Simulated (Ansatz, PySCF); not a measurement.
Cd(Et) (C2H5Cd), SMILES C[CH2][Cd+], charge +1. Atoms are numbered in the order given.

```xyz
8

Cd    -0.0433     0.7177     0.0000
C      0.6958    -1.4705     0.0000
C     -0.4349    -2.4361     0.0000
H      1.2897    -1.4026     0.9071
H      1.2897    -1.4026    -0.9071
H     -1.0534    -2.3859    -0.8939
H     -1.0534    -2.3859     0.8939
H      0.0397    -3.4322     0.0000
```
Charge +1, spin multiplicity 1.

Geometry: B3LYP-D3(BJ)/def2-TZVP. The spin state was assumed, not searched. The isomer is the one that the SMILES or the coordinates give; other isomers of the formula were not compared. The def2 effective core potentials stand for the cores of Cd; spin–orbit coupling is left out.

Vertical ionisation energy (IE) and electron affinity (EA) in eV. Rows of orbital energies are one-electron estimates. Where ΔSCF, EOM or ADC give a negative EA the extra electron is unbound and the value depends on the basis.

| level | IE | EA |
|---|---|---|
| −ε(HOMO), −ε(LUMO), HF/def2-TZVPD (PySCF) | 14.12 | 5.48 |
| −ε(HOMO), −ε(LUMO), PBE/def2-TZVPD (PySCF) | [?] | [?] |
| ΔSCF, CAM-B3LYP/def2-SVPD (Ansatz), final states of multiplicity 2 and 2 | 15.16 | 6.84 |
| ΔSCF, PBE/def2-SVPD (Ansatz), final states of multiplicity 2 and 2 | 15.25 | 6.61 |

**Question.** What belongs in the gaps? (Estimate from the structure and the level; the computed values follow.)

**Answer.** 
- −ε(HOMO), −ε(LUMO), PBE/def2-TZVPD (PySCF), IE: 12.16
- −ε(HOMO), −ε(LUMO), PBE/def2-TZVPD (PySCF), EA: 9.39

**Question.** What vertical singlet–triplet gap does ΔSCF give with CAM-B3LYP/def2-SVPD (Ansatz, a program for electronic structure) and with PBE/def2-SVPD (Ansatz)? (An estimate is asked for; the answer gives what the named calculation found.)

**Answer.** 1.92 and 2.26 eV (triplet above singlet where positive).
